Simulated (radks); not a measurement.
Task: All-electron calculation, scalar-relativistic Kohn-Sham, LDA (Slater exchange, Perdew-Wang correlation), spin-unpolarised, spherical densities, finite nucleus; Fermi nuclear charge, rms radius of each element as measured or else 0.836 A^(1/3) + 0.57 fm. Program: a radial shooting solver on a logarithmic mesh with Libxc functionals. Response by self-consistent Sternheimer equations with the Hartree and adiabatic LDA kernel, the relativistic mass of each level held fixed and spin-orbit coupling left out. For heavy and open-shell atoms this level of theory can miss by tens of per cent. Rank V+, Os, Mo, Ni2+, Lu, Pb (NIST ground configurations) by static dipole polarisability, largest first.

Result: Lu 138.8, Mo 79.44, Pb 71.14, Os 49.90, V+ 20.95, Ni2+ 3.534 bohr^3.
